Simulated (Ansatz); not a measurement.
`FCO[SiH2][SeH]` + HBr → `FCO[SiH2]Br` + H₂Se  (ligand exchange at the Si–Se bond)

Gas-phase electronic energies from Ansatz, PBE0-D4/def2-TZVP geometries. CBS: MP2 limit from def2 TZ/QZ plus the TZ coupled-cluster correction, frozen cores. DFT in def2-TZVPP. For Br, Se outer-core shells are correlated without core-valence functions, which leaves a few kJ/mol of doubt a bond. Scalar relativity is left out up to krypton. One conformer a species, not always the lowest.

```
             level  ΔE (kcal/mol)  difference from CCSD(T)/CBS
           PBE0-D4           -7.1                          0.6
           ωB97X-V           -8.0                         -0.3
            B2PLYP           -8.0                         -0.3
               PBE           -6.8                          0.9
            r2SCAN           -7.7                          0.0
    MP2/def2-TZVPP           -7.6                          0.1
SCS-MP2/def2-TZVPP           -8.0                         -0.3
     HF/def2-QZVPP          -10.3                         -2.6
SCS-MP2/def2-QZVPP           -8.1                         -0.4
     MP2/CBS(def2)           -7.8                         -0.1
       CCSD(T)/CBS           -7.7                            0
```

Largest T1 diagnostic among the species: 0.011.

In def2-TZVPP, CCSD(T) changes the Hartree–Fock value by +2.8 kcal/mol (the triples alone add +0.4 kcal/mol) and MP2 by +2.6 kcal/mol.
